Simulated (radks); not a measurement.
Results of a calculation; reference values are marked as such.
Numerical settings for the gadolinium ion Gd3+, [Xe] 4f7. Level of theory: Dirac Kohn-Sham, PBE, spin-unpolarised, spherical densities, finite nucleus; open shells fill j = l - 1/2 first; Fermi nuclear charge, rms radius 5.1569 fm (a radial shooting solver on a logarithmic mesh with Libxc functionals). The defaults (mesh step 0.008 in ln r, mesh end at 40 bohr or more with all orbitals vanishing there, Anderson mixing 0.5 over 9 steps, residual threshold near 1e-9 with the energy settled to 1e-9 hartree or 1e-11 of itself, here a cap of 58 iterations) give E = -11277.8945 hartree and 4f7/2 at -33.141 eV in 14 iterations. Run on one thread of a shared host, so times are rough (Arm Neoverse N1): 0.19 s of CPU time, 0.19 s wall, 14 iterations on 2213 mesh points. One setting is changed at a time: mesh step in ln r 0.012; mesh step in ln r 0.12; mesh step in ln r 0.02; mesh end (bohr) 400; mesh end (bohr) 5; residual threshold 0.001; residual threshold 0.01; mixing 0.01; linear mixing, mixing 1; linear mixing, mixing 0.05; mixing history 20; iteration cap 5. Which runs fail to converge, and which converge to a wrong energy?

Answer. Not converged within the cap: mesh step in ln r 0.12; linear mixing, mixing 1; linear mixing, mixing 0.05; iteration cap 5. Settings that end as converged yet miss the energy by more than 1 mhartree: mesh end (bohr) 5 (+0.00107 hartree).
